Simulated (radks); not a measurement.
Ionisation of neutral germanium, [Ar] 3d10 4s2 4p2, to [Ar] 3d10 4s2 4p1 as the strength of local exchange is varied. Method: Dirac Kohn-Sham, Slater X-alpha exchange (alpha = 2/3 is LDA exchange), no correlation, spin-unpolarised, spherical densities, point nucleus; open shells fill j = l - 1/2 first; computed with a radial shooting solver on a logarithmic mesh with Libxc functionals.

[
 {"alpha": "0.667", "E(Ge) (hartree)": "-2093.19169", "exchange (hartree)": "-73.72111", "IE (eV)": "6.670", "-e of the level emptied (eV)": "3.141 (4p1/2)", "<r> of it (bohr)": "2.939"},
 {"alpha": "0.76", "E(Ge) (hartree)": "-2103.49640", "exchange (hartree)": "-84.42082", "IE (eV)": "7.388", "-e of the level emptied (eV)": "3.743 (4p1/2)", "<r> of it (bohr)": "2.829"},
 {"alpha": "0.833", "E(Ge) (hartree)": "-2111.62108", "exchange (hartree)": "-92.89090", "IE (eV)": "7.977", "-e of the level emptied (eV)": "4.245 (4p1/2)", "<r> of it (bohr)": "2.751"},
 {"alpha": "1.007", "E(Ge) (hartree)": "-2131.11418", "exchange (hartree)": "-113.33210", "IE (eV)": "9.463", "-e of the level emptied (eV)": "5.544 (4p1/2)", "<r> of it (bohr)": "2.590"},
 {"alpha": "1.025", "E(Ge) (hartree)": "-2133.14093", "exchange (hartree)": "-115.46694", "IE (eV)": "9.623", "-e of the level emptied (eV)": "5.687 (4p1/2)", "<r> of it (bohr)": "2.574"}
]

NIST Atomic Spectra Database: 7.899 eV (measured). The Delta-SCF value meets it near alpha = 0.82. Spin polarisation and multiplet splitting are left out, so open shells lie too high by an amount that depends on their filling.

Beside tabulated values, note that spin-unpolarised runs miss the spin-polarisation part of the exchange energy of open shells.
